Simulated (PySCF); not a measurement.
Radial density of Ta (tantalum, neutral)

UHF, [Xe] 4f14 5d5, high-spin 6S determinant (an excited configuration). Computed with PySCF 2.14 in x2c-TZVPPall with one added diffuse shell each of s, p, d, f type (12s8p8d4f1g, 113 functions), with scalar relativity by spin-free X2C-1e.

| r (bohr) | 4πr²ρ (e/bohr) | 4πr²(ρα − ρβ) |
| --- | --- | --- |
| 0.0139 | 100.6 | -0.0033 |
| 0.0234 | 87.48 | -0.0062 |
| 0.0394 | 112.7 | -0.0029 |
| 0.0663 | 129.5 | 0.0646 |
| 0.112 | 103.2 | 0.1507 |
| 0.188 | 113.4 | -0.0184 |
| 0.316 | 61.28 | 0.0932 |
| 0.531 | 62.66 | 0.0369 |
| 0.893 | 20.10 | 0.3601 |
| 1.50 | 8.435 | 2.2759 |
| 2.53 | 1.887 | 1.5675 |
| 4.25 | 0.4071 | 0.4053 |
| 7.15 | 0.02336 | 0.0233 |
| 12.0 | 6.838e-05 | 0.0001 |

Densities and radii are taken from the X2C orbitals without a picture-change correction, which distorts them close to the nucleus.

Spin-orbit coupling, which splits the p, d and f shells strongly at this Z, is absent.

**Question.** Where is the radial spin density 4πr²(ρα − ρβ) most negative, and why is it negative at all?

**Answer.** Around r = 0.188 bohr, down to -0.0184 e/bohr: exchange with the open shell polarises the paired shells in an unrestricted calculation.
